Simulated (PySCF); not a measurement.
## H3IS: breathing scan

Level of theory: PBE0 in PySCF with I def2-TZVP with ECP28, S def2-TZVP, H def2-TZVP; scalar-relativistic core potentials, no spin–orbit coupling; density-fitted integrals.

Rigid scan from the singlet minimum (I–H 1.682 Å, I–H 1.760 Å (×2), I–S 2.278 Å; H–I–H 82.0° (×2), H–I–H 158.1°, H–I–S 88.8° (×2), H–I–S 126.5°). Coordinate: all bonds to the central atom scaled together. Energies in kJ/mol from the minimum.

```json
{"scale of all bonds to the centre": "0.88", "E (kJ/mol)": "212.3", "dipole size (D)": "3.62"}
{"scale of all bonds to the centre": "0.92", "E (kJ/mol)": "82.2", "dipole size (D)": "3.82"}
{"scale of all bonds to the centre": "0.96", "E (kJ/mol)": "18.0", "dipole size (D)": "3.98"}
{"scale of all bonds to the centre": "1.00", "E (kJ/mol)": "0.0", "dipole size (D)": "4.09"}
{"scale of all bonds to the centre": "1.04", "E (kJ/mol)": "13.9", "dipole size (D)": "4.15"}
{"scale of all bonds to the centre": "1.08", "E (kJ/mol)": "49.3", "dipole size (D)": "4.17"}
{"scale of all bonds to the centre": "1.14", "E (kJ/mol)": "127.0", "dipole size (D)": "4.12"}
{"scale of all bonds to the centre": "1.22", "E (kJ/mol)": "252.0", "dipole size (D)": "3.94"}
{"scale of all bonds to the centre": "1.35", "E (kJ/mol)": "459.0", "dipole size (D)": "3.51"}
```

At long bonds a restricted determinant can lie too high, and another spin state can fall below this curve.

Other isomers or separated fragments may lie lower.
